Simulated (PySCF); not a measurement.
**Core-level binding energies of `P#Cc1cccs1`**

Compound: C5H3PS.
Cartesian coordinates in Å at the GFN2-xTB level; atoms count from 1:
```
atom  x, y, z in Å
P1     3.7928    0.5365    0.1353
C2     2.2383    0.3943    0.0829
C3     0.8663    0.2743    0.0366
C4     0.1123   -0.8751   -0.0403
C5    -1.2690   -0.6255   -0.0695
C6    -1.5684    0.7012   -0.0154
S7    -0.1692    1.6899    0.0731
H8     0.5541   -1.8549   -0.0746
H9    -2.0129   -1.4002   -0.1276
H10   -2.5354    1.1642   -0.0230
```

Method used: delta-SCF UKS SCAN, pcX-2 on the ionised atom, pcseg-1 elsewhere, spin-free X2C in PySCF. Each binding energy is the total energy of the core-ionised species, with the hole localised on one atom, minus that of the ground state; both are solved self-consistently, so orbital relaxation is included.

Task: What binding energy does each computed site have?

Result: 
```csv
atom(s),environment,level,binding energy (eV),2p1/2 (eV),above the level's lowest (eV),count
P1,phosphorus bonded to C,P 2p3/2,135.80,136.68,0.00,1
P1,phosphorus bonded to C,P 1s,2149.27,–,0.00,1
C2,triply bonded carbon,C 1s,290.45,–,+0.10,1
C3,substituted aromatic carbon,C 1s,291.33,–,+0.98,1
C4,aromatic CH carbon,C 1s,290.35,–,0.00,1
C5,aromatic CH carbon,C 1s,290.51,–,+0.16,1
C6,aromatic CH next to a ring sulfur,C 1s,290.69,–,+0.34,1
S7,thiophene-type sulfur,S 1s,2477.95,–,0.00,1
```

Lowest listed C 1s: C4, bonded to 2 C (aromatic in the SMILES) and H. Highest, 0.98 eV above it: C3, bonded to S (aromatic in the SMILES), C (aromatic in the SMILES) and C.

Task: Express the binding energy of C 1s of C3 in atomic units and per mole.

Result: 291.33 eV = 10.7062 Eh = 28109 kJ/mol.

Task: Which photon energy gives electrons from C 1s of C3 a kinetic energy of 50 eV, and what is their de Broglie wavelength?

Result: hν = 291.33 + 50 = 341.33 eV, recoil neglected; λ = 12.264 Å/√(E/eV) = 1.73 Å.

Not every level is listed. Spin contamination (⟨S²⟩ against 0.75 for a pure doublet) is marked for C 1s of C2 (0.97) and C 1s of C3 (0.85), which makes these values less certain. For 2p shells one spin-free hole was relaxed; a mean-field spin–orbit operator and the ground-state splitting of the three 2p orbitals were then diagonalised within the shell. The shell's mean is (2 × 2p3/2 + 2p1/2)/3, and the degeneracies 2j + 1 give areas of 2:1. 2p1/2 minus 2p3/2 (ligand field included): P 0.89 eV. Isolated species at its GFN2-xTB geometry, gas phase.
